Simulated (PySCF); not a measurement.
C₅H₆F₃O₂ (doublet state).
Z-matrix (Å and degrees, GFN2-xTB geometry), rows numbered from 1:
```
C 
C   1  1.4701
C   2  1.5292  1  110.94
F   3  1.3539  2  111.02  1    63.91
F   3  1.3552  2  111.72  1  -178.11
C   2  1.5650  1  111.21  3   121.27
F   6  1.3706  2  108.58  1    52.61
C   6  1.5327  2  109.63  1   170.81
O   8  1.1970  6  123.85  2   -58.06
O   8  1.3263  6  111.22  2   121.24
H   1  1.0727  2  120.05  3   -27.09
H   1  1.0713  2  119.24  3   166.43
H   2  1.0982  1  111.39  3  -121.37
H   3  1.1001  2  112.41  1   -56.97
H   6  1.0951  2  111.57  1   -65.70
H  10  0.9714  8  111.13  6  -176.72
```

The hyperfine couplings belong to this conformer and change with its torsions.

The species is `[CH2][C@@H](C(F)F)[C@@H](F)C(=O)O` [radical].

The calculation used UKS B3LYP, pcH-1 on C F H O, non-relativistic, mean-field spin-orbit, GIAO (PySCF). Geometry: GFN2-xTB, one conformer, isolated molecule. The geometry wasn't refined by DFT: couplings that depend on bond lengths, twists or pyramidal angles can differ widely from those at the functional's own minimum. The SCF solution wasn't tested for stability.

**Question.** The isotropic 13C couplings are +99.2, +66.1, -30.8, +17.0, +7.8 MHz. Assign them to C1; C2; C3; C6; C8.

**Answer.** 
```tsv
site	a_iso (MHz)	ρ(0) (bohr⁻³)	position	distance from C1 (Å)	spin population	largest |T| (MHz)
C1	+99.2	+0.0883	largest spin population	0.00	+1.07	161.3
C2	-30.8	-0.0274	1 bond from C1	1.47	-0.08	2.8
C3	+17.0	+0.0151	2 bonds from C1	2.47	+0.01	2.5
C6	+66.1	+0.0588	2 bonds from C1	2.51	+0.06	14.2
C8	+7.8	+0.0070	3 bonds from C1	3.83	+0.01	2.2
```

**Question.** The isotropic 19F couplings are +30.5, +6.3, -1.5 MHz. Assign them to F4; F5; F7.

**Answer.** 
| site | a_iso (MHz) | ρ(0) (bohr⁻³) | position | distance from C1 (Å) | bound to | spin population there | largest \|T\| (MHz) |
| --- | --- | --- | --- | --- | --- | --- | --- |
| F4 | -1.5 | -0.0004 | 3 bonds from C1 | 2.90 | C3 | +0.01 | 5.3 |
| F5 | +6.3 | +0.0015 | 3 bonds from C1 | 3.67 | C3 | +0.01 | 9.1 |
| F7 | +30.5 | +0.0073 | 3 bonds from C1 | 2.80 | C6 | +0.06 | 10.1 |

**Question.** Match the computed a_iso(17O) values -4.6, -1.0 MHz with the sites O9; O10.

**Answer.** 
| site | a_iso (MHz) | ρ(0) (bohr⁻³) | position | distance from C1 (Å) | spin population | largest \|T\| (MHz) |
| --- | --- | --- | --- | --- | --- | --- |
| O9 | -1.0 | +0.0017 | 4 bonds from C1 | 4.34 | +0.01 | 2.7 |
| O10 | -4.6 | +0.0077 | 4 bonds from C1 | 4.72 | 0.00 | 1.0 |

ρ(0) is the spin density at the nucleus and T the dipolar tensor; entries for several nuclei are means. The Mulliken spin populations are largest on C1 (+1.07) and C2 (-0.08). No atom but C1 exceeds +0.15. The positive populations add up to 1.17 and the negative ones to -0.17, together 2S = 1. The angles at C1 add up to 358.6°, so it is planar; its axial dipolar tensor and the negative couplings of its protons fit spin in a p orbital normal to that plane.

Examples of negative spin density at the nucleus (bohr⁻³): C2 (-0.0274), H11/H12 (-0.0137) and H15 (-0.0011).

Means are taken over nuclei equivalent by connectivity, which assumes that they swap fast.
